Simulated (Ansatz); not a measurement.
Species: C6H10Si, net charge 0, singlet state. 
Coordinates optimised at B3LYP-D3(BJ)/def2-TZVP (Ansatz, an electronic-structure program):
SMILES: C=C[SiH](C=C)C=C
```xyz
17

C     -1.5256     2.3949     0.1250
C     -0.6429     1.4756     0.5112
Si    -0.0870     0.0553    -0.5621
C     -0.5996    -1.5762     0.1842
C     -1.3534    -1.6954     1.2753
C      1.7681     0.0866    -0.7743
C      2.6007    -0.8016    -0.2341
H     -1.8255     3.2188     0.7648
H     -1.9889     2.3628    -0.8557
H     -0.2116     1.5690     1.5061
H     -0.7233     0.2302    -1.8945
H     -0.2689    -2.4905    -0.3054
H     -1.7233    -0.8275     1.8109
H     -1.6410    -2.6608     1.6793
H      2.1994     0.8938    -1.3636
H      3.6765    -0.7435    -0.3653
H      2.2407    -1.6289     0.3685
```

Basis-set convergence of Hartree-Fock and MP2 correlation energies (hartree) with Ansatz. Correlated levels leave the core frozen unless marked. Spin-orbit coupling is left out. Non-relativistic.

```csv
basis,functions,E(HF),"E(corr, MP2)"
cc-pV(D+d)Z,157,-521.92935,-0.89202
cc-pV(T+d)Z,359,-522.00773,-1.08875
cc-pV(Q+d)Z,694,-522.02602,-1.15808
```

Extrapolating the two largest sets (X = 3 and 4) as X^-3: E(corr) = (64·(-1.15808) - 27·(-1.08875))/37 = -1.2087 Eh, an estimate of the basis-set limit. The largest set recovers 95.8 % of it, the smallest 73.8 %.
